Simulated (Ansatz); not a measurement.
One change: `[OH][Ta]([F])([F])([F])[Cl]` becomes `[F][Ta]([F])([F])([F])[Cl]`.

Ansatz, PBE0-D4/def2-TZVP geometries, multiplicity 1. Each molecule was computed in one conformer, which needn't be the lowest.

Elements past krypton have def2 core potentials.

```json
{"property": "HOMO–LUMO gap (PBE0/def2-TZVPP) / eV", "`[OH][Ta]([F])([F])([F])[Cl]`": "7.59"}
{"property": "HOMO energy (ωB97M-V/def2-TZVPP) / eV", "`[OH][Ta]([F])([F])([F])[Cl]`": "-11.96"}
{"property": "HOMO energy (PBE0/def2-TZVPP) / eV", "`[OH][Ta]([F])([F])([F])[Cl]`": "-9.68"}
{"property": "LUMO energy (PBE0/def2-TZVPP) / eV", "`[OH][Ta]([F])([F])([F])[Cl]`": "-2.09"}
{"property": "zero-point energy (PBE0-D4/def2-TZVP) / kJ/mol", "`[OH][Ta]([F])([F])([F])[Cl]`": "55.1"}
{"property": "HOMO–LUMO gap (ωB97M-V/def2-TZVPP) / eV", "`[OH][Ta]([F])([F])([F])[Cl]`": "12.09"}
```

(1) Give the same properties after the change, and the shifts. (Estimate.)

## Answers

(1) The calculation gave: 
```csv
property,`[F][Ta]([F])([F])([F])[Cl]`,shift
HOMO–LUMO gap (PBE0/def2-TZVPP) / eV,7.04,-0.55
HOMO energy (ωB97M-V/def2-TZVPP) / eV,-12.20,-0.24
HOMO energy (PBE0/def2-TZVPP) / eV,-9.96,-0.28
LUMO energy (PBE0/def2-TZVPP) / eV,-2.92,-0.83
zero-point energy (PBE0-D4/def2-TZVP) / kJ/mol,27.0,-28.1
HOMO–LUMO gap (ωB97M-V/def2-TZVPP) / eV,11.52,-0.57
```

With PBE0 the HOMO falls by 0.28 eV and the LUMO falls by 0.83 eV, so the gap narrows by about 0.55 eV. PBE moves the HOMO by -0.33 eV and ωB97M-V by -0.24 eV. The zero-point energy changes by -28.1 kJ/mol with -3 modes.

Positive LUMOs are unbound, so they and the gaps depend on the basis.
